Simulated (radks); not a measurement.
Question: Species: Pb III. Configuration: [Hg]. Calculated with a radial shooting solver on a logarithmic mesh with Libxc functionals: Dirac Kohn-Sham, PBE, spin-unpolarised, spherical densities, point nucleus.

Spin-orbit splittings of the eigenvalues, e(l+1/2) - e(l-1/2), with zeta = 2 splitting/(2l+1) and mean radii in bohr:

shell  occ.  splitting (eV)  zeta (eV)  <r> j=l-1/2  <r> j=l+1/2
2p        6            2190       1460      0.05487      0.06380
3p        6           488.6      325.8       0.1644       0.1807
3d       10               ?          ?       0.1570       0.1619
4p        6           119.6      79.74       0.3853       0.4198
4d       10           22.32      8.927       0.4246       0.4356
4f       14           5.031      1.437       0.4508       0.4571
5p        6           22.34      14.89       0.9130        1.005
5d       10           2.613      1.045        1.267        1.312

Estimate the 3d splitting.

Answer: 104.0 eV (zeta = 41.58 eV).
